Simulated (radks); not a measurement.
Values are calculated unless marked as measured or tabulated.
Task: Species: the europium ion Eu37+. Configuration: [Ar] 3d8. Code: a radial shooting solver on a logarithmic mesh with Libxc functionals. Model: non-relativistic Kohn-Sham, r2SCAN, spin-polarised, spherical densities, point nucleus; open shells are filled with parallel spins first (spin-orbit coupling, left out, can overturn this in heavy ions); meta-GGA in the generalised Kohn-Sham scheme; relativity is left out, which matters for an element this heavy. Some entries of the table are withheld. Estimate them.

orbital  occ.  eigenvalue (hartree)  <r^2> (bohr^2)  <1/r> (bohr^-1)
1s up       1             -1738.038       0.0007755            62.46
1s down     1             -1738.037       0.0007755            62.46
2s up       1             -326.9032         0.01225            14.57
2s down     1             -326.4954         0.01224            14.58
2p up       3             -313.9045        0.009122            14.57
2p down     3             -313.6176        0.009106            14.58
3s up       1             -113.7477         0.07460              (1)
3s down     1             -113.4300         0.07480              (2)
3p up       3             -108.1692         0.06924            5.623
3p down     3             -107.8085         0.06948            5.609
3d up       5             -98.23578         0.05405            5.515
3d down     3             -97.75240         0.05431            5.505

Result: 
(1) 3s up <1/r> (bohr^-1): 5.686
(2) 3s down <1/r> (bohr^-1): 5.673
